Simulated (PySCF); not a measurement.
Sn(CF3)(H)3 (CH3F3Sn), SMILES F[C](F)(F)[SnH3]. The structure is a stationary point at B3LYP-D3(BJ)/def2-SVP. The structure was generated by enumeration; whether it is a known compound was not checked. The def2 effective core potentials stand for the cores of Sn; spin–orbit coupling is left out.

Computed equilibrium geometry at B3LYP-D3(BJ)/def2-SVP (PySCF confirms it by a frequency run) as bond lengths and angles, and its point group:
point group C3v.
Atoms: Sn1 C2 F3 F4 F5 H6 H7 H8. Bonds (Å): Sn1–C2 2.215, Sn1–H6 1.712, Sn1–H7 1.712, Sn1–H8 1.712, C2–F3 1.348, C2–F4 1.348, C2–F5 1.348. Angles (°): C2–Sn1–H6 107.2, C2–Sn1–H7 107.2, C2–Sn1–H8 107.2, H6–Sn1–H7 111.6, H6–Sn1–H8 111.6, H7–Sn1–H8 111.6, Sn1–C2–F3 111.7, Sn1–C2–F4 111.7, Sn1–C2–F5 111.7, F3–C2–F4 107.1, F3–C2–F5 107.1, F4–C2–F5 107.1.
